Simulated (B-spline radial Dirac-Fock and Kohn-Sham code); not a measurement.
# L3 emission of Pt⁴⁺

System: platinum as Pt⁴⁺, [Xe] 4f14 5d6.

These are calculated numbers from a radial B-spline solver; the model is independent-particle radiative and Coulomb Auger rates from relativistic LDA hole-state orbitals, with Dirac-Fock energies.

```tsv
line	multipole	energy (eV)	width (meV)	share (%)
Lℓ	E1	8259.9	61.5	3.81
L3-M2	E2	8532.7	0.684	0.0423
L3-M3	E2	8912.7	0.619	0.0383
Lα2	E1	9361.1	131	8.09
Lα1	E1	9441.5	1150	71.3
Lβ6	E1	10833.0	15.1	0.934
Lβ15	E1	11230.2	23.4	1.45
Lβ2	E1	11247.0	211	13.1
Lβ7	E1	11459.7	3.09	0.191
L3-N7	E2	11495.2	0.848	0.0525
L3-O4	E1	11568.1	1.66	0.103
Lβ5	E1	11569.8	14.9	0.921
```

The listed lines hold 100.0 % of the radiative rate. The radiative width is 1.62 eV in the length form and 1.64 eV in the velocity form; the two differ because the transition energies are not eigenvalue differences of the potential that gave the orbitals.
